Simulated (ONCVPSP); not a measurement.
**Potentials for Ba compared**

Generated with ld1.x 7.5 (TM, RRKJ, ultrasoft, PAW), atompaw 4.2 or ONCVPSP 4.0.1. The cutoff is in Ry: for ld1.x and atompaw files where the sum of valence levels is converged to 10 mRy in a Bessel basis, for ONCV files where the hardest occupied wave has 1 mHa per electron of residual kinetic energy. The error is the largest all-electron minus pseudo excitation energy over each file’s own four to seven test configurations (ionisations up to +4, promotions, holes and added fractions of an electron), all of which were solved. The labels leave out finer settings (local radius, basis sizes, second energies), which also bear on the numbers. Spin-polarised tests are not counted. The rows are a selection from randomly drawn settings: files with unsolved tests, undetermined cutoffs or missed reference levels are left out.

```csv
potential,cutoff (Ry),largest error (meV),bound ghosts
"ONCV, PBE, scalar-relativistic, rc 2.45/2.65/2.40 (spd), local smoothed, core correction yes, reference 5s2 5p6 6s1, qcut 3.8/6.3/4.7, projectors 2/2/2",19,-2.7,none
"ONCV, PBE, scalar-relativistic, rc 2.50/1.85/2.60 (spd), local smoothed, core correction yes, reference 5s2 5p6 6s1, qcut 5.6/4.9/3.2, projectors 2/1/2",25,-51,none
"ONCV, LDA (Perdew-Zunger), fully relativistic, rc 2.80/2.40/2.40 (spd), local d, core correction yes, reference 5s2 5p6 6s2, qcut 3.5/6.9/4.7, projectors 2/2/0",24,-5.2,none
```

Fill in the row for Ba: ONCV, PBEsol, scalar-relativistic, rc 2.35/2.85/2.65 (spd), local smoothed, core correction yes, reference 5s2 5p6 6s1.5, qcut 5.9/5.1/3.9, projectors 2/2/2.

cutoff 22 Ry, largest error -1.5 meV, bound ghosts: none.

Fill in the row for Ba: ONCV, PBEsol, scalar-relativistic, rc 4.00/2.10/3.95 (spd), local smoothed, core correction yes, reference 5p6 5d0.5 6s1.5, qcut 1.7/4.2/3.1, projectors 1/2/2.

cutoff 14 Ry, largest error +340 meV, bound ghosts: none.

Fill in the row for Ba: ONCV, PBEsol, fully relativistic, rc 2.70/2.80/2.35 (spd), local d, core correction no, reference 5s2 5p6 6s2, qcut 5.5/5.9/4.6, projectors 3/3/0.

cutoff 17 Ry, largest error -0.2 meV, bound ghosts: none.
